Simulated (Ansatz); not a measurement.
# What each rung costs, and what it gives

Saddle point of AlH₃SeF₂, closed shell (AlHF₂ ([F][AlH][F]) + H₂Se → AlHSeF₂ ([F][Al]([F])[SeH]) + H₂; bonds formed: H2–H5; dative contacts that become bonds: Al1–Se6; bonds broken: Al1–H2, H5–Se6), PBE0-D4/def2-TZVP structure:

| atom | x (Å) | y (Å) | z (Å) |
| --- | --- | --- | --- |
| Al1 | -0.3367 | -0.7735 | 0.0894 |
| H2 | -1.4004 | 0.5121 | 0.2578 |
| F3 | -0.3041 | -1.3610 | -1.4453 |
| F4 | -0.3359 | -1.7459 | 1.4132 |
| H5 | -0.3355 | 1.0751 | 0.3770 |
| Se6 | 1.3712 | 1.0295 | 0.3798 |
| H7 | 1.3415 | 1.2637 | -1.0718 |

Barriers are electronic and count from the start structure reached by relaxing down the imaginary mode.

Program: Ansatz 0.2.0. Basis: as named in each row. Cores are frozen in the correlated methods. Filled d shells of the heavier atoms are correlated. The def2 sets are not built for correlating such inner shells, so the correlated values are less sure here. B3LYP uses VWN-RPA correlation. Extrapolation: Hartree–Fock as exp(−7.88 √X), correlation as X^−2.97.

Times are rough, for one single point on 4 threads of a shared host (AMD EPYC).

The estimate by CCSD(T) at an estimated basis limit (MP2 extrapolated from triple and quadruple zeta, plus CCSD(T) − MP2 in triple zeta) is 77.7 kJ/mol.

| method | basis | time (s) | barrier (kJ/mol) | method less estimate |
| --- | --- | --- | --- | --- |
| HF | STO-3G | under 1 | 175.9 | 98.2 |
| PBE-D4 | STO-3G | 2 | 57.1 | -20.7 |
| SPW92 | def2-SVP | 2 | 30.7 | -47.1 |
| SPW92 | def2-TZVPP | 2 | 35.3 | -42.4 |
| PBE-D4 | def2-SVP | 2 | 46.4 | -31.3 |
| PBE-D4 | def2-TZVPP | 3 | 50.0 | -27.8 |
| B3LYP-D4 | 6-31G | 4 | 103.2 | 25.5 |
| BLYP-D4 | def2-TZVPP | 4 | 63.2 | -14.5 |
| PBE0-D4 | def2-SVP | 4 | 61.4 | -16.3 |
| B3LYP-D4 | def2-TZVPP | 5 | 72.3 | -5.4 |
| BHLYP-D4 | def2-TZVPP | 5 | 88.6 | 10.9 |
| PBE0-D4 | def2-TZVPP | 6 | 62.6 | -15.2 |
| CAM-B3LYP-D4 | def2-TZVPP | 6 | 81.3 | 3.6 |
| r2SCAN-D4 | def2-TZVPP | 6 | 54.1 | -23.6 |
| RPA on PBE | def2-TZVPP | 8 | 83.6 | 5.9 |
| r2SCAN0-D4 | def2-TZVPP | 8 | 64.8 | -12.9 |
| B97M-V | def2-TZVPP | 9 | 69.2 | -8.5 |
| B2PLYP | def2-TZVPP | 9 | 76.8 | -0.9 |
| PBE-QIDH | def2-TZVPP | 10 | 73.7 | -4.0 |
| wB97M-V | def2-SVP | 11 | 77.2 | -0.5 |
| wB97X-V | def2-TZVPP | 11 | 84.1 | 6.3 |
| CCSD(T) | def2-SVP | 13 | 88.7 | 10.9 |
| wB97M-V | def2-TZVPP | 14 | 81.4 | 3.7 |
| MP2 | def2-QZVPP | 37 | 74.2 | -3.5 |
| CCSD(T) | def2-TZVPP | 130 | 82.0 | 4.3 |

All methods are single points on the PBE0-D4 structures.

The T1 diagnostic stays at or below 0.012.

Exchanges of this kind with a chalcogen hydride build sulfide and selenide films.

Labels in which every atom is bracketed show which atoms are joined, not bond orders.
